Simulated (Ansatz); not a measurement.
`O[SiH](F)[TeH]` + H₂ → `F[SiH2][TeH]` + H₂O at 700 K and 1 bar (hydrogenolysis of the Si–O bond).

Program: Ansatz. Geometries: PBE0-D4/def2-TZVP. ΔE: electronic, gas phase. CCSD(T)/CBS adds triple-zeta CCSD(T) − MP2 to the extrapolated MP2 energy (def2 sets, frozen cores). This one scheme is used for every species. Elements past krypton have def2 core potentials. For Te outer-core shells are correlated without core-valence functions, which leaves a few kJ/mol of doubt a bond. Each species was taken in one conformer, which may not be the lowest.

| species | CCSD(T)/CBS energy (Eh) | H − E (kJ/mol) | S (J/(mol·K)) |
| --- | --- | --- | --- |
| `O[SiH](F)[TeH]` | -733.71271 | 152.4 | 439.5 |
| H₂ | -1.17544 | 46.8 | 155.3 |
| `F[SiH2][TeH]` | -658.47489 | 123.7 | 393.1 |
| H₂O | -76.37941 | 80.5 | 218.4 |

H − E and S are ideal-gas, rigid-rotor, harmonic terms from PBE0-D4/def2-TZVP, for one conformer and one mirror image of each species. The MP2-based limit puts H₂ 0.8 mEh under its directly extrapolated value; such offsets cancel only in part. 1 Eh = 2625.50 kJ/mol, R = 8.31446 J/(mol·K).

Task: By hand: ΔE, ΔH, ΔS and ΔG.

Result: ΔE = (-658.47489) + (-76.37941) − (-733.71271) − (-1.17544) = 0.03385 Eh = 88.9 kJ/mol. Δ(H − E) = 123.7 + 80.5 − 152.4 − 46.8 = 5.0, so ΔH = 93.9 kJ/mol. ΔS = 393.1 + 218.4 − 439.5 − 155.3 = 16.7 J/(mol·K). ΔG = 93.9 − 700 × (16.7)/1000 = 82.2 kJ/mol.

Task: By hand: the equilibrium constant, and the temperature at which ΔG would vanish if ΔH and ΔS stayed fixed.

Result: log₁₀ K = −ΔG/(RT ln 10) = -6.1. ΔG = 0 at ΔH/ΔS = 5623 K, far beyond where these terms or the molecules hold.

ΔH outweighs TΔS. A doubt of 5 kJ/mol in ΔE shifts log₁₀ K by 0.4 here. Other conformers and mirror images would add mixing entropy, several J/(mol·K) or more a flexible species. These are equilibria of isolated gas molecules and say nothing of rates. Largest T1 diagnostic: 0.012 (customary marks: 0.02 for closed shells, 0.045 for open ones).
